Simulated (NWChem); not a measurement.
System: ZrHF3; SMILES [F][ZrH]([F])[F]

```xyz
5

Zr     0.0000     0.0000    -0.1851
F      1.7527    -0.5138     0.3500
F     -1.3213    -1.2610     0.3500
F     -0.4314     1.7747     0.3500
H      0.0000     0.0000    -2.0447
```
Atoms are numbered in this order, from 1.

Results from NWChem. Medium grid unless said otherwise, to which SCAN and Minnesota functionals are sensitive. Structure relaxed at the PBE-D3(BJ)/def2-SVP level. def2 effective core potentials on Zr; no spin-orbit coupling. Total energies of different functionals are on different scales.

```tsv
level	energy (Ha)	highest occupied level (eV)	orbital gap (eV)	dipole (D)
B3LYP/def2-SVP	-347.2024	-8.79	6.74	0.16
PBE/def2-SVP	-346.9188	-7.54	4.88	0.30
LC-wPBE (HJS exchange hole, range parameter 0.4 per bohr)/def2-SVP	-347.0125	-11.83	12.51	0.24
M06/def2-SVP	-347.0472	-9.12	7.16	0.10
LC-BLYP (range parameter 0.33 per bohr)/def2-SVP	-346.6223	-11.32	11.69	0.29
N12/def2-SVP	-347.1088	-7.49	4.79	0.11
KT2/def2-SVP	-351.1196	-7.66	4.76	0.19
```
